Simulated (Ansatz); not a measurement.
A nudged elastic band was laid between two geometries of BClFH + ClH (6 atoms, charge 0, multiplicity 1).

Theory: Ansatz 0.2.0, RKS PBE0-D4/def2-SVP.

- movable images: 7
- climbing image: yes
- spring: 5.0 eV/Å²
- optimiser: quadratic models (default)
- start path: through a guess of the saddle point
- force threshold: 0.05 eV/Å
- iteration limit: 60
- end points: relaxed

Image 0:

```xyz
6
Properties=species:S:1:pos:R:3
B -0.043 0.314 -0.087
F -0.074 0.531 1.215
H 1.002 0.093 -0.635
Cl -1.529 0.456 -0.987
Cl -0.177 -2.660 0.996
H -0.181 -1.822 1.974
```

Image 8:

```xyz
6
Properties=species:S:1:pos:R:3
B -0.086 -0.516 -0.388
F -0.072 0.130 2.015
H 0.994 -0.016 -0.515
Cl -1.521 0.297 -0.928
Cl -0.195 -2.197 0.148
H -0.121 -0.786 2.144
```

(1) Which bonds break or form, and what moves?

(2) Give the energies along the band, and the barrier.

(3) What is the geometry of the highest image?

(4) What are the harmonic wavenumbers there?

Answers

(1) Bonds broken: B1–F2, Cl5–H6. Bonds formed: B1–Cl5, F2–H6. BClFH + ClH becomes BCl2H + FH.

(2) The forces met the threshold. The highest image is number 5 of 0 to 8, 22.8 kcal/mol above the first end and 9.0 kcal/mol above the last; the last end lies 13.8 kcal/mol above the first. A vibrational analysis at the climbing image gives one clearly imaginary mode, 852i cm⁻¹: a first-order saddle point. The orbitals stay closed-shell, which can raise the energy where a bond breaks towards radicals; this wasn't checked here.

```tsv
image	path coordinate (Å)	energy (kcal/mol)	B1–F2 (Å)	Cl5–H6 (Å)	B1–Cl5 (Å)
0	0.00	0.0	1.32	1.29	3.17
1	0.29	0.3	1.32	1.29	2.99
2	0.58	1.9	1.33	1.29	2.76
3	0.87	6.5	1.35	1.30	2.48
4	1.16	15.9	1.42	1.37	2.21
5	1.45	22.8	1.54	1.55	2.02
6	1.81	17.5	1.77	1.91	1.87
7	2.17	14.5	2.10	2.24	1.79
8	2.53	13.8	2.49	2.45	1.77
```

(3) 
```xyz
6
Properties=species:S:1:pos:R:3
B -0.070 -0.246 0.014
F -0.101 0.124 1.508
H 1.008 -0.033 -0.462
Cl -1.537 0.283 -0.802
Cl -0.152 -2.182 0.587
H -0.149 -1.035 1.631
```

(4) 852i, 208, 323, 497, 571, 744, 841, 859, 1060, 1142, 1650, 2726 cm⁻¹.

The run took 4.3 min on 1 thread of Arm Neoverse V1 (shared host), peak memory 0.14 GiB.
